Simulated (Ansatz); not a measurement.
Consider the substitution at a C–Si bond: `C[SiH](C)[SiH2]F` + `N[SiH2]C=O` → `CN[SiH2]C=O` + `C[SiH2][SiH2]F`.

Gas-phase electronic energies from Ansatz, PBE0-D4/def2-TZVP geometries. CCSD(T)/CBS is the MP2 limit (def2-TZVPP, def2-QZVPP) plus CCSD(T) − MP2 in def2-TZVPP, frozen cores. Each species was taken in one conformer, which may not be the lowest.

```tsv
species	HF/def2-TZVPP energy (Eh)
`C[SiH](C)[SiH2]F`	-758.45985
`N[SiH2]C=O`	-459.11359
`CN[SiH2]C=O`	-498.14894
`C[SiH2][SiH2]F`	-719.39792
```

(1) Work out ΔE.

Largest T1 diagnostic among the species: 0.014.

Answers

(1) ΔE = (-498.14894) + (-719.39792) − (-758.45985) − (-459.11359) = 0.02658 Eh = +16.7 kcal/mol. CCSD(T)/CBS gives +19.5 kcal/mol.

In def2-TZVPP, CCSD(T) changes the Hartree–Fock value by +2.0 kcal/mol (the triples alone add +0.2 kcal/mol) and MP2 by +3.3 kcal/mol.
